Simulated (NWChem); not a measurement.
# A calculation on ClCu

SMILES: [Cu][Cl]
```xyz
2

Cu     0.0000     0.0000    -0.7698
Cl     0.0000     0.0000     1.3133
```
Charge 0, spin multiplicity 1.

All runs are NWChem calculations. Structure: optimised with PBE0/def2-SVP, a minimum by its harmonic frequencies.

Symmetry labels belong to the abelian group C2v used in the runs, with the axes of the coordinates shown; states degenerate in a higher group split over its labels.

The structure started from a generated list of species.

Question: List the lowest 4 singlet excitations that TD-PBE/def2-SVPD gives, with oscillator strengths.

Answer: 
| state | symmetry | energy (eV) | wavelength (nm) | f |
|---|---|---|---|---|
| 1 | b1 | 2.10 | 592 | 0.007 |
| 2 | b2 | 2.10 | 592 | 0.007 |
| 3 | a1 | 2.38 | 521 | 0.000 |
| 4 | a2 | 2.38 | 521 | 0.000 |
